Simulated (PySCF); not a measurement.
FHSSi, neutral, multiplicity 1.

```xyz
4

Si     0.6719     0.6454     0.0000
F     -0.6939     1.5449     0.0000
S     -0.2574    -1.3139     0.0000
H      0.9565    -1.9175     0.0000
```

The structure is a stationary point at PBE-D3(BJ)/def2-TZVP. One conformer was computed; it need not be the lowest.

The numbers are results of PBE0/pcSseg-2 (PySCF), not measurements. Non-relativistic, no solvent.

Computed absolute GIAO shielding of each atom: isotropic value and principal components (ppm):
| atom | σ(iso) | σ11 | σ22 | σ33 | span |
|---|---|---|---|---|---|
| Si1 | 83.2 | -354.3 | 212.7 | 391.4 | 745.7 |
| F2 | 141.7 | -120.5 | 169.4 | 376.4 | 496.8 |
| S3 | 276.8 | -337.0 | 461.0 | 706.5 | 1043.5 |
| H4 | 27.6 | 25.9 | 26.4 | 30.6 | 4.7 |
